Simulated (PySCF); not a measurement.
C5H7O, doublet, at a GFN2-xTB geometry, with bond 13-6 at 2.0 times its length. Base run: DF-TPSS/6-31G** in PySCF.

Input for PySCF:
```python
from pyscf import gto, scf, dft

mol = gto.Mole()
mol.atom = '''
    O    -1.825733   -0.649712    0.898800
    C    -0.773759   -0.313138    0.370829
    C     0.473073   -0.995444    0.423510
    C     1.516697   -0.299466   -0.343964
    C     0.933524    1.096905   -0.615623
    C    -0.581301    0.921051   -0.505040
    H     0.621675   -1.934753    0.925961
    H     2.474686   -0.273179    0.182130
    H     1.701931   -0.833568   -1.285817
    H     1.282223    1.788566    0.152385
    H     1.238137    1.488069   -1.584927
    H    -1.033182    0.718006   -1.478615
    H    -1.596703    2.649158    0.345456
'''
mol.basis = '6-31g**'
mol.charge = 0
mol.spin = 1
mol.verbose = 4
mol.build()

mf = dft.UKS(mol)
mf.xc = 'tpss'
mf = mf.density_fit(auxbasis='def2-universal-jkfit')
mf.kernel()
```

Each row names what was changed in the base input (with any setting that the change needs).

```
change                ΔE vs base (µEh)  SCF cycles  <S^2>                outcome
--------------------  ----------------  ----------  -----  ---------------------
base                               0.0          22  0.773              converged
conv_tol = 1e-6                    0.5          18  0.773              converged
solver = newton                      -           -      -  cut at the time limit
conv_tol = 1e-7                    0.0          19  0.773              converged
init_guess = atom                  0.0          21  0.773              converged
conv_tol_grad = 1e-7                 -          50      -          not converged
conv_tol = 1e-11                   0.0          24  0.773              converged
```

Open shells are given as the SCF converged; they aren't shown to be the lowest states, and a large step between rows can be another state.
